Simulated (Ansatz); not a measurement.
# Which is lower?

Two relaxed structures of BH3TeO, closed shell (PBE0-D4/def2-TZVP; forces vanish, vibrations not checked).

A:

```tsv
atom	x (Å)	y (Å)	z (Å)
B1	-0.8087	0.5011	-0.7165
Te2	-0.5513	-0.9172	0.7796
O3	1.2621	-0.4893	1.4118
H4	-1.8676	0.4877	-1.2672
H5	0.0687	1.2586	-0.9879
H6	1.8969	-0.8408	0.7802
```

B:

```tsv
atom	x (Å)	y (Å)	z (Å)
B1	0.6977	-2.0208	1.5847
Te2	-0.8647	1.5065	-0.6884
O3	0.9780	-0.7929	1.3213
H4	-1.6477	0.2740	-1.4683
H5	0.3078	1.5198	-1.8575
H6	0.4566	-0.1743	0.7655
```

Computed with Ansatz 0.2.0 (basis: def2-TZVPP); correlated methods freeze the cores. Filled d shells of the heavier atoms are correlated. Core potentials replace the inner electrons of the atoms past krypton. The def2 sets are not built for correlating such inner shells, so the correlated values are less sure here. B3LYP uses VWN-RPA correlation.

Q: Which structure is lower at CCSD(T), and by how much? (To be estimated.)

A: By the calculation: A, by 0.780 eV (electronic energy, against the other). By their contacts, A is BH₃TeO ([BH2][Te][OH]) and B is a complex of BHO ([B][OH]) + H₂Te.

All methods give the same order:

```csv
method,E(B) − E(A) (eV)
PBE-D4,1.102
r2SCAN-D4,1.088
PBE0-D4,1.033
B3LYP-D4,0.905
wB97M-V,0.775
HF,0.485
MP2,0.974
CCSD,0.714
CCSD(T),0.780
```

No T1 diagnostic of these runs exceeds 0.017.

Labels in which every atom is bracketed show which atoms are joined, not bond orders.

For scale, one of the runs: CCSD(T)/def2-TZVPP, 154 basis functions, launched by `ansatz run in.yaml --threads 2 --pin off --events-out ev --progress --plain --max-ram 4352MiB`. Time: 38 s of wall clock on 2 CPU threads of an Arm Neoverse V2; the host was shared. Peak host memory: 1.2 GiB.
